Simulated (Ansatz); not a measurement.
Reaction R1 + 3 R2 → 3 P1, each structure at its B3LYP-D3(BJ)/def2-TZVP stationary point, reached from a drawn start (curvature not checked).
R1: B3H3O6 (SMILES OB1OB(O)OB(O)O1), charge 0, multiplicity 1.
R2, BH3O3 (SMILES OB(O)O) (charge 0, multiplicity 1):
```xyz
7

O     -1.33524    -0.23723     0.19110
B     -0.00001    -0.00001    -0.00006
O      0.44434     1.27707    -0.21754
O      0.89088    -1.03986     0.02626
H     -1.53143    -1.16808     0.33440
H     -0.26717     1.92456    -0.21491
H      1.79863    -0.75644    -0.11924
```
P1, B2H4O5 (SMILES OB(O)OB(O)O) (charge 0, multiplicity 1):
```
atom    x (Å)    y (Å)    z (Å)
----  -------  -------  -------
O     -1.1953   0.1389  -1.5520
B     -0.9432  -0.6684  -0.4836
O     -1.8241  -1.6682  -0.1639
O      0.2185  -0.5183   0.2331
B      0.9759   0.5912   0.5177
O      2.3278   0.4709   0.7066
O      0.3769   1.8054   0.6715
H     -2.0327  -0.0643  -1.9800
H     -1.5558  -2.1674   0.6132
H      2.6468  -0.4246   0.5606
H      1.0051   2.5047   0.8768
```

P less R. No zero-point or thermal terms. One arrangement of each flexible species, with no search for the lowest.

Correlated levels freeze the cores.

The values were computed with Ansatz (an electronic-structure program) with Gaussian orbitals. All values are computed, each at the level named.

Total energies in hartree:

```json
[
 {"structure": "R1", "PBE/def2-TZVPP": "-527.822506", "B3LYP/def2-TZVPP": "-528.427368", "CCSD(T)/cc-pVDZ": "-526.903823"},
 {"structure": "R2", "PBE/def2-TZVPP": "-252.329826", "B3LYP/def2-TZVPP": "-252.617789", "CCSD(T)/cc-pVDZ": "-251.885723"},
 {"structure": "P1", "PBE/def2-TZVPP": "-428.269687", "B3LYP/def2-TZVPP": "-428.759483", "CCSD(T)/cc-pVDZ": "-427.519466"}
]
```

Work out the reaction energy at each level in kcal/mol (1 hartree = 627.50947 kcal/mol), and say how far PBE/def2-TZVPP lies from CCSD(T)/cc-pVDZ.


- PBE/def2-TZVPP: 3 × (-428.269687) − (-527.822506) − 3 × (-252.329826) = 0.002923 hartree = 1.83 kcal/mol
- B3LYP/def2-TZVPP: 3 × (-428.759483) − (-528.427368) − 3 × (-252.617789) = 0.002286 hartree = 1.43 kcal/mol
- CCSD(T)/cc-pVDZ: 3 × (-427.519466) − (-526.903823) − 3 × (-251.885723) = 0.002594 hartree = 1.63 kcal/mol
PBE/def2-TZVPP less CCSD(T)/cc-pVDZ: 0.20 kcal/mol. CCSD(T)/cc-pVDZ is the level counted from, the highest shown, and no exact or measured value.
